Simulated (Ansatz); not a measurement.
Start from `C/C=[CH]/[AlH2]` and change one atom or group to get `C/C=C/S`.

Ansatz, PBE0-D4/def2-TZVP geometries, multiplicity 1. Each molecule was computed in one conformer, which needn't be the lowest.

```csv
property,`C/C=[CH]/[AlH2]`
HOMO–LUMO gap (B3LYP/def2-TZVPP) / eV,5.75
HOMO–LUMO gap (PBE/def2-TZVPP) / eV,4.33
HOMO energy (PBE/def2-TZVPP) / eV,-6.60
HOMO energy (PBE0/def2-TZVPP) / eV,-7.66
LUMO energy (B3LYP/def2-TZVPP) / eV,-1.68
HOMO–LUMO gap (PBE0/def2-TZVPP) / eV,6.18
```

(1) What does the change do to each property? (Best estimate.)

Answers

(1) Ansatz gave: 
| property | `C/C=C/S` | shift |
| --- | --- | --- |
| HOMO–LUMO gap (B3LYP/def2-TZVPP) / eV | 6.06 | 0.31 |
| HOMO–LUMO gap (PBE/def2-TZVPP) / eV | 4.45 | 0.12 |
| HOMO energy (PBE/def2-TZVPP) / eV | -5.14 | 1.46 |
| HOMO energy (PBE0/def2-TZVPP) / eV | -6.21 | 1.45 |
| LUMO energy (B3LYP/def2-TZVPP) / eV | 0.06 | 1.74 |
| HOMO–LUMO gap (PBE0/def2-TZVPP) / eV | 6.50 | 0.32 |

With PBE0 the HOMO rises by 1.45 eV and the LUMO rises by 1.75 eV, so the gap widens by about 0.30 eV. PBE moves the HOMO by 1.46 eV and ωB97M-V by 1.53 eV. The zero-point energy changes by -9.1 kJ/mol with -3 modes.

B3LYP here is the variant with VWN-RPA as its local correlation; programs differ in this.
